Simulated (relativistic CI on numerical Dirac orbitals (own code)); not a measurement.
Calculated at this level of theory: Dirac-Coulomb-Breit CI, orbitals from a KLI potential per configuration, QED by a radiative potential, unscaled Slater integrals (own radial code, finite nucleus).

The strongest absorption lines from the ground level of an ion, among the configurations computed and to levels below about 310 eV (vacuum wavelength in Å, gf): 79.810 (0.51), 79.954 (0.51), 80.671 (0.92), 82.963 (0.01), 96.411 (0.85), 118.50 (5.6), 153.19 (2.1).

Question: Which ion is it?
A. Pb16+
B. Rn18+
C. Pb12+
D. Pb14+

Answer: D. Pb14+ has 68 electrons and the ground level 4f14.5s2.5p6 1S_0; the strongest line goes to 4f14.5s2.5p5.5d 1P°_1. The pattern of lines fixes the number of electrons, and along that sequence the line energies rise steadily with the charge (about as its square where n changes within one kind of shell, about linearly where n is kept but much faster in heavy ions where fine structure, which grows about as Z⁴, sets the gap, and irregularly where shells cross), which fixes Z. Configurations outside the model, such as inner-shell arrays, can give stronger lines. At this charge energies of transitions that change n are usually good to better than 1 %, and those within a shell (Δn = 0) to a few per cent. Levels and lines within the n = 5 or 6 shells can be off by up to 10 % or somewhat more, and those that change n by about 2 %, since core polarisation is missing.

LS names give the leading component of a level, which can be under half, so a name can repeat, a term be missing and a line seem to break the LS rules.
